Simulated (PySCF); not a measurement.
Electronic structure of Ca⁺ (calcium, charge +1) at the UHF level

Configuration: [Ar] 3d1, 2D determinant (an excited configuration). Calculation: PySCF 2.14, in aug-cc-pVTZ-X2C (7s6p4d2f, 59 functions); scalar relativity by spin-free X2C-1e.

* Total energy: -679.370817 hartree
* One-electron energy: -928.3321 hartree
* Hartree (Coulomb) energy: 284.4663 hartree
* Exchange energy: -35.5051 hartree
* ⟨S²⟩: 0.7508
* ⟨L²⟩: 6.008
* Sum of ⟨r⟩: 15.29 bohr
* Sum of ⟨r²⟩: 23.55 bohr²
* Traceless quadrupole moment −½Σ⟨3z² − r²⟩ along its main axis: 2.14 e·bohr²
* Langevin diamagnetic susceptibility: -18.7 ×10⁻⁶ cm³/mol

```tsv
shell	electrons	mean orbital energy (hartree)	spread (hartree)	rms radius, mean of both spins (bohr)
1s β	1	-150.20298	0	0.0888
1s α	1	-150.20247	0	0.0888
2s α	1	-17.03363	0	0.393
2s β	1	-17.02822	0	0.393
2p α	3	-13.71190	0.00262	0.362
2p β	3	-13.70630	0.00968	0.362
3s α	1	-2.36090	0	1.25
3s β	1	-2.32864	0	1.25
3p α	3	-1.46294	0.02091	1.40
3p β	3	-1.41909	0.03803	1.40
3d α	1	-0.35213	0	2.74
```

Densities and radii are taken from the X2C orbitals without a picture-change correction, which distorts them close to the nucleus.

Spin-orbit constants ζ (cm⁻¹) from the X2C one-electron operator on these orbitals: bare nucleus, nucleus screened by l(l+1)(2l+1)/3 electrons, and screened by the Breit-Pauli mean field of the electrons.

```csv
shell,bare,screened nucleus,mean field
2p,21470,19320,18350
3p,2040,1836,1728
3d,75.68,37.84,28.35
```

To first order the Landé constant is A = 28.35 cm⁻¹, so the lowest level has J = 3/2 and lies 0.00527 eV below the centre of the term.
